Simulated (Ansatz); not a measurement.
Reactions of `[CH3][Sn]([OH])([OH])[F]`.

Isolated molecules relaxed with PBE0-D4/def2-TZVP in Ansatz; ΔE leaves out vibrations. CCSD(T)/CBS is the MP2 limit (def2-TZVPP, def2-QZVPP) plus CCSD(T) − MP2 in def2-TZVPP, frozen cores. This one scheme is used for every species. Elements past krypton have def2 core potentials. For Br, Sn outer-core shells are correlated without core-valence functions, which leaves a few kJ/mol of doubt a bond. Scalar relativity is left out up to krypton. One conformer a species, not always the lowest.

Problem. Order these by ΔE at CCSD(T)/CBS, lowest first. (Estimate.)
A. `[CH3][Sn]([OH])([OH])[F]` → fluoromethane + `[OH][Sn][OH]`
B. `[CH3][Sn]([OH])([OH])[F]` → `[CH3][Sn][F]` + hydrogen peroxide
C. `[CH3][Sn]([OH])([OH])[F]` + HBr → `[OH][Sn]([OH])([F])[Br]` + CH₄
D. `[CH3][Sn]([OH])([OH])[F]` + H₂ → `[CH3][SnH]([OH])[F]` + H₂O
E. `[CH3][Sn]([OH])([OH])[F]` → CH₃OH + `[OH][Sn][F]`
F. `[CH3][Sn]([OH])([OH])[F]` + HCl → `[CH3][Sn]([OH])([F])[Cl]` + H₂O
G. `[CH3][Sn]([OH])([OH])[F]` + `NB(Cl)O[SiH3]` → `[OH][Sn]([OH])([F])[Cl]` + `CB(N)O[SiH3]`
H. `[CH3][Sn]([OH])([OH])[F]` → `OF` + `[CH3][Sn][OH]`

Solution. C (-0.99 eV), F (-0.68 eV), G (+0.04 eV), D (+0.19 eV), E (+0.97 eV), A (+1.26 eV), B (+4.55 eV), H (+5.78 eV).

Largest T1 diagnostic: 0.018, for `[OH][Sn][F]`.
